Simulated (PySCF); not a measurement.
The dipole of `CC(=O)C1=C(Cl)P=C(C)O1` from its density and from atomic charges.

Coordinates (GFN2-xTB, Å) and charges (e) from the PBE0/pcSseg-1 density (PySCF):

```csv
atom,x,y,z,Mulliken,IAO,Hirshfeld,ESP-fitted
C1,-2.123,-1.313,-0.001,-0.2462,-0.4793,-0.1315,-0.6018
C2,-2.002,0.190,0.006,+0.2306,+0.3644,+0.1433,+0.7053
O3,-2.954,0.935,0.021,-0.3461,-0.4067,-0.2339,-0.5116
C4,-0.619,0.681,-0.018,+0.2492,+0.0830,+0.0251,-0.0858
O5,0.384,-0.219,0.036,-0.3684,-0.2090,-0.0306,-0.1365
C6,1.590,0.353,0.000,-0.2475,-0.0112,+0.0372,+0.3489
C7,2.758,-0.567,0.074,-0.1542,-0.4345,-0.1191,-0.7093
P8,1.604,2.074,-0.113,+0.4811,+0.2888,+0.0471,-0.1105
C9,-0.168,1.982,-0.098,-0.4371,-0.2522,-0.0630,-0.0788
Cl10,-1.189,3.338,-0.187,-0.0122,+0.0508,+0.0015,+0.0282
H11,-1.581,-1.735,0.842,+0.1398,+0.1658,+0.0489,+0.1615
H12,-1.685,-1.707,-0.915,+0.1404,+0.1663,+0.0511,+0.1625
H13,-3.171,-1.593,0.053,+0.1413,+0.1686,+0.0535,+0.1713
H14,2.667,-1.358,-0.670,+0.1442,+0.1680,+0.0561,+0.2090
H15,2.807,-1.039,1.055,+0.1490,+0.1689,+0.0566,+0.2146
H16,3.676,-0.013,-0.097,+0.1363,+0.1682,+0.0580,+0.2331
```

**Question.** What dipole does each set of charges give (1 e·Å = 4.803 D), and what does the density give?

**Answer.** The full density gives (3.39, -3.31, 0.07) D, 4.73 D in size; dipole vectors point from the negative to the positive end.

```json
{"scheme": "Mulliken", "μx": "5.89", "μy": "-3.24", "μz": "0.00", "size (D)": "6.73", "share of the full size (%)": "142", "angle to the full dipole (°)": "16"}
{"scheme": "IAO", "μx": "5.05", "μy": "-1.51", "μz": "-0.09", "size (D)": "5.27", "share of the full size (%)": "111", "angle to the full dipole (°)": "28"}
{"scheme": "Hirshfeld", "μx": "3.17", "μy": "-1.58", "μz": "0.00", "size (D)": "3.54", "share of the full size (%)": "75", "angle to the full dipole (°)": "18"}
{"scheme": "ESP-fitted", "μx": "3.47", "μy": "-3.31", "μz": "0.06", "size (D)": "4.80", "share of the full size (%)": "101", "angle to the full dipole (°)": "1"}
```

**Question.** Which set comes closest?

**Answer.** Length of the difference vector: ESP-fitted 0.09 D, Hirshfeld 1.74 D, IAO 2.45 D, Mulliken 2.51 D. Closest: ESP-fitted. The schemes that divide the density aren't constrained to reproduce the dipole.

**Question.** What is left for the Hirshfeld atoms' own dipoles?

**Answer.** The Hirshfeld atoms' densities add up to the full density, so μ = Σ q r + Σ (atomic dipoles). The atomic dipoles sum to (3.39, -3.31, 0.07) − (3.17, -1.58, 0.00) = (0.22, -1.73, 0.07) D, 1.74 D in size.

**Question.** With the origin at the mean of the coordinates, (0.000, 0.001, -0.001) Å, which are the largest single terms, by size, of the Mulliken dipole along the direction of the full one?

**Answer.** O3 +4.60, C9 +3.16, H14 +1.97, H15 +1.97, C7 -1.76 D; all 16 atoms together +6.48 D. The single terms depend on the origin, their sum doesn't.

**Question.** Give the size of the full dipole in other units.

**Answer.** 4.73 D = 1.862 au = 0.986 e·Å = 15.79 × 10⁻³⁰ C·m.

Geometry: GFN2-xTB, one conformer, isolated molecule.

These values come from a run that also computed NMR shieldings. Hardware: one thread of an Arm Neoverse V1, on a shared host. Cost: 42 s wall.

Conformer computed: `[CH3:1][C:2](=[O:3])[c:4]1[o:5][c:6]([CH3:7])[p:8][c:9]1[Cl:10]`: C1–C2–C4–O5 -4°.
